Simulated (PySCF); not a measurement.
CH4F2NOTa, SMILES C[N]=[Ta]([OH])([F])[F], multiplicity 1.

Geometry: PBE-D3(BJ)/def2-SVP. The spin state was assumed, not searched. The def2 effective core potentials stand for the cores of Ta; spin–orbit coupling is left out. Other conformers were not sampled.

Computed with PBE/def2-TZVP run with PySCF.

Isolated molecule, no solvent.

* **total energy**: -427.25694 hartree
* **point group**: Cs
* **highest occupied level**: -6.18 eV
* **lowest empty level**: -1.49 eV
* **orbital gap**: 4.68 eV
* **dipole moment**: 2.57 D
* **quadrupole, principal values (traceless, Buckingham form, about the centre of nuclear charge)**: -9.12, 3.43, 5.70 D·Å
* **mean static polarisability**: 64.6 bohr³ (9.58 Å³)
* **polarisability, principal values**: 52.1, 58.0, 83.8 bohr³
